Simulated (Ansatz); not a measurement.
Saddle point of GeSiH7, doublet (GeH₃ + SiH₄ → GeH₄ + SiH₃; bonds formed: H1–Ge3; bonds broken: H1–Si2), PBE0-D4/def2-TZVP structure:

H1  (-0.010, -0.015, -0.079)
Si2  (0.174, 0.289, 1.797)
Ge3  (-0.171, -0.283, -1.753)
H4  (-0.189, 1.702, 2.081)
H5  (1.588, 0.029, 2.177)
H6  (-0.738, -0.637, 2.520)
H7  (1.041, -1.090, -2.252)
H8  (-0.228, 1.074, -2.476)
H9  (-1.466, -1.069, -2.016)
(Å)

Energies are electronic, without zero-point energy. Barriers and step energies count from the start structure reached by relaxing down the imaginary mode; all methods use the PBE0-D4 structures, on which another method's saddle can fall below an end. Ansatz 0.2.0; basis: def2-TZVPP, with def2-QZVPP for the basis limit; cores frozen in the correlated methods; orbitals are unrestricted. Filled d shells of the heavier atoms are correlated. The def2 sets are not built for correlating such inner shells, so the correlated values are less sure here. B3LYP uses VWN-RPA correlation. Extrapolation: Hartree–Fock as exp(−7.88 √X), correlation as X^−2.97.

```tsv
method	barrier (eV)	step energy (eV)
SPW92	0.015	0.174
PBE-D4	?	0.213
BLYP-D4	0.301	0.269
r2SCAN-D4	?	0.218
B97M-V	0.271	0.179
PBE0-D4	0.334	0.229
B3LYP-D4	0.390	0.278
r2SCAN0-D4	0.413	0.237
BHLYP-D4	0.531	0.298
CAM-B3LYP-D4	0.472	0.272
wB97X-V	0.483	0.275
wB97M-V	?	0.352
B2PLYP	0.513	0.281
PBE-QIDH	0.498	0.248
RPA on PBE	0.569	0.241
HF	0.991	0.318
MP2	0.605	0.259
CCSD	0.612	0.262
CCSD(T)	0.558	0.254
```

(1) Fill in the withheld barriers. (An estimate is asked for; the value comes from the calculation.)

The T1 diagnostic stays at or below 0.014. ⟨S²⟩ of the unrestricted Hartree–Fock references: 0.75 to 0.77 (a pure state has 0.75). The start structure is not quite a true minimum (one mode of 58i cm⁻¹). The end structure is not quite a true minimum (one mode of 57i cm⁻¹).

## Answers

(1) By the calculation: r2SCAN-D4 0.329; PBE-D4 0.209; wB97M-V 0.553 eV. Each is the energy of the saddle less that of the start structure, by the same method.

For comparison, the barrier by CCSD(T) at an estimated basis limit (MP2 extrapolated from triple and quadruple zeta, plus CCSD(T) − MP2 in triple zeta) is 0.526 eV.

Radical steps of this kind take place in plasma deposition and etching.

For scale, one of the runs: CCSD(T)/def2-TZVPP, 188 basis functions, launched by `ansatz run in.yaml --threads 4 --pin off --events-out ev --progress --plain --max-ram 9574MiB`. Hardware: 4 CPU threads of an Arm Neoverse V2, shared host. Wall time 110 s; peak host memory 4.7 GiB.
